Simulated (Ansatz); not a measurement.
Ag₂Au₄⁺. Charge 1, multiplicity 2. Geometry PBE-D4/def2-SVP, basis def2-TZVP, Ansatz.

```xyz
6

Au   -2.529    0.733   -1.196
Au   -0.241   -0.253   -0.308
Au    2.079   -1.264    0.588
Au   -1.175    2.184    0.628
Ag    1.254    1.232    1.562
Ag    0.611   -2.631   -1.275
```

```tsv
run	HOMO (eV)	LUMO (eV)
A	-9.25	-9.05
B	-9.69	-8.17
C	-9.34	-9.08
D	-9.50	-8.53
E	-9.33	-8.85
```

In the def2 sets Ag, Au take a core potential; there is no spin–orbit coupling. No other spin state of charge 1 was run. The structure comes from a short search, and lower isomers may exist.

HOMO and LUMO are taken over both spins.

Q: The runs used BLYP, PBE, PBE0, r2SCAN, r2SCANh. Estimate which is which.

A: A BLYP (0 % exact exchange); B PBE0 (25 % exact exchange); C PBE (0 % exact exchange); D r2SCANh (10 % exact exchange); E r2SCAN (0 % exact exchange). Exact exchange lowers occupied and raises empty levels; among semilocal functionals meta-GGAs tend to open the gap a little, and such runs are hard to tell apart. The gap grows from 0.20 eV (BLYP) to 1.53 eV (PBE0).
